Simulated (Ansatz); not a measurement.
`CS[SiH2][GeH3]` + HCl → `Cl[SiH2][GeH3]` + CH₃SH at 600 K and 1 bar (ligand exchange at the Si–S bond).

Program: Ansatz. Geometries: PBE0-D4/def2-TZVP. ΔE: electronic, gas phase. CCSD(T)/CBS adds triple-zeta CCSD(T) − MP2 to the extrapolated MP2 energy (def2 sets, frozen cores). This one scheme is used for every species. For Ge outer-core shells are correlated without core-valence functions, which leaves a few kJ/mol of doubt a bond. Scalar relativity is left out up to krypton. Each species was taken in one conformer, which may not be the lowest.

| species | CCSD(T)/CBS energy (Eh) | H − E (kJ/mol) | S (J/(mol·K)) |
| --- | --- | --- | --- |
| `CS[SiH2][GeH3]` | -2805.84917 | 281.2 | 495.4 |
| HCl | -460.38127 | 35.4 | 207.2 |
| `Cl[SiH2][GeH3]` | -2828.01436 | 162.9 | 414.1 |
| CH₃SH | -438.22835 | 152.3 | 296.8 |

H − E and S are ideal-gas, rigid-rotor, harmonic terms from PBE0-D4/def2-TZVP, for one conformer and one mirror image of each species. 1 Eh = 2625.50 kJ/mol, R = 8.31446 J/(mol·K).

Q: By hand: ΔE, ΔH, ΔS and ΔG.

A: ΔE = (-2828.01436) + (-438.22835) − (-2805.84917) − (-460.38127) = -0.01227 Eh = -32.2 kJ/mol. Δ(H − E) = 162.9 + 152.3 − 281.2 − 35.4 = -1.4, so ΔH = -33.6 kJ/mol. ΔS = 414.1 + 296.8 − 495.4 − 207.2 = 8.3 J/(mol·K). ΔG = -33.6 − 600 × (8.3)/1000 = -38.6 kJ/mol.

Q: By hand: the equilibrium constant, and the temperature at which ΔG would vanish if ΔH and ΔS stayed fixed.

A: log₁₀ K = −ΔG/(RT ln 10) = 3.4. ΔH and −TΔS have one sign here, so there is no such temperature.

The number of gas molecules stays the same, so ΔS is small and ΔH decides. A doubt of 5 kJ/mol in ΔE shifts log₁₀ K by 0.4 here. Other conformers and mirror images would add mixing entropy, several J/(mol·K) or more a flexible species. Modes under 60 cm⁻¹, often nearly free rotors, make the harmonic entropy too high. These are equilibria of isolated gas molecules and say nothing of rates. Largest T1 diagnostic: 0.012 (customary marks: 0.02 for closed shells, 0.045 for open ones).

ΔS is within the doubt of such terms, so its sign, and with it that verdict, could turn.
